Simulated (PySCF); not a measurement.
# C₆ coefficients of unlike pairs at MN15

Calculated with PySCF 2.14 from the dipole response of each species, C₆(A,B) = (3/π) ∫ α_A(iu) α_B(iu) du, in atomic units, from isotropic polarisabilities. For ions this is the dispersion term alone; charge-induced terms of lower order in 1/R come first.

| species | configuration | basis | relativity | α (bohr³) | C₆ (like pair) |
| --- | --- | --- | --- | --- | --- |
| Ga+ | [Ar] 3d10 4s2 (1S) | aug-cc-pVQZ-PP with one added diffuse shell each of s, p, d, f, g type with ECP10MDF (8s7p6d4f3g) | core potential | 18.84 | 95.23 |
| Ni+ | [Ar] 3d9 (2D) | aug-cc-pVDZ-DK (7s6p4d2f) | spin-free X2C | 8.187 | 26.30 |
| Cd(2+) | [Kr] 4d10 (1S) | aug-cc-pVDZ-PP with ECP28MDF (5s5p4d2f) | core potential | 5.008 | 24.47 |
| Bi(3+) | [Xe] 4f14 5d10 6s2 (1S) | aug-cc-pV5Z-PP with ECP60MDF (8s8p6d4f3g2h) | core potential | 9.661 | 57.93 |

Q: Estimate C₆ for Cd(2+) with Ga+.

A: The integral gives 40.54. The combination rule 2 C_A C_B / (C_A α_B/α_A + C_B α_A/α_B) gives 39.71 and the geometric mean 48.27.

No spin-orbit coupling is included.

The other pairs:

| pair | C₆ |
| --- | --- |
| Bi(3+), Ga+ | 68.32 |
| Ni+, Ga+ | 47.98 |
| Bi(3+), Cd(2+) | 37.05 |
| Cd(2+), Ni+ | 24.32 |
| Bi(3+), Ni+ | 38.68 |
